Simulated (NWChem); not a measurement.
Species: TiH$_{2}$O$_{2}$F$_{2}$; SMILES [OH][Ti]([OH])([F])[F]

```xyz
7

Ti     0.0019     0.0149    -0.0116
F      0.9605    -0.0680     1.4622
F      1.0726     0.0356    -1.4129
O     -0.9715     1.5158     0.0078
H     -1.9199     1.6541    -0.1600
O     -1.0715    -1.4034    -0.1215
H     -1.2703    -2.1664     0.4474
```
Atoms are numbered in this order, from 1.

Level: PBE-D3(BJ)/def2-SVP (NWChem), optimised geometry, unscaled harmonic frequencies. 

| frequency (cm⁻¹) | IR intensity (km/mol) |
|---|---|
| 106 | 51.3 |
| 133 | 85.4 |
| 182 | 27.2 |
| 203 | 4.5 |
| 220 | 16.4 |
| 227 | 38.6 |
| 259 | 78.8 |
| 360 | 143.0 |
| 447 | 144.9 |
| 699 | 11.1 |
| 787 | 186.7 |
| 802 | 189.9 |
| 806 | 186.5 |
| 3777 | 196.4 |
| 3789 | 199.1 |

The zero-point energy is 18.3 kcal/mol and the thermal correction to the enthalpy at 298.15 K (with zero-point energy) is 23.8 kcal/mol. The heat capacity Cv is 24.6 cal/(mol K) and the entropy at 298.15 K and 1 atm (symmetry number 1) is 85.9 cal/(mol K). The dipole moment is 3.21 D.

Rigid rotor and harmonic oscillator.
